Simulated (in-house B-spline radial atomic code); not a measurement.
**Binding energies in the tungsten ion W⁴⁺**

NIST's tabulated ground configuration is [Xe] 4f14 5d2; each binding energy is the energy of the ion with one electron taken from that subshell, relaxed, less that of the parent. All numbers are computed (Dirac-Hartree-Fock, average of configuration; Fermi nucleus of rms radius 5.3658 fm) with an all-electron radial atomic-structure program (B-spline basis), not measured. Energies include first-order Breit, QED and recoil terms.

```tsv
subshell	X-ray name	binding energy (eV)	-ε (eV)	relaxation (eV)
2s	L1	12161.8	12256.4	51.5
2p1/2	L2	11598.3	11696.5	56.0
2p3/2	L3	10260.8	10341.0	52.9
3p1/2	M2	2632.1	2669.7	29.6
3p3/2	M3	2339.3	2372.1	28.0
4s	N1	656.2	669.1	11.0
4p1/2	N2	552.6	565.0	10.8
4p3/2	N3	484.8	495.4	9.7
5s	O1	134.8	136.8	1.7
5p1/2	O2	100.9	102.5	1.4
5p3/2	O3	90.53	91.79	1.17
4f5/2	N6	87.47	95.05	7.73
4f7/2	N7	85.34	92.63	7.53
5d	O4,5	49.06	49.53	0.48
```

Relaxation = -ε minus the binding energy without Breit, QED and recoil terms.

Emission lines follow as differences of binding energies, with λ = 12398.42 eV·Å / E:

```
 line       holes  energy (eV)  wavelength (Å)
L1-M3  2s → 3p3/2       9822.5          1.2622
```

Question: What does it cost to remove both a 3p1/2 and a 4s electron?

Answer: 3323.8 eV, which is 35.46 eV more than the two single binding energies together.

Question: What does it cost to remove both a 2s and a 4f5/2 electron?

Answer: 12279 eV, which is 29.59 eV more than the two single binding energies together.

Question: What does it cost to remove both a 4p3/2 and a 5s electron?

Answer: 640.95 eV, which is 21.33 eV more than the two single binding energies together.
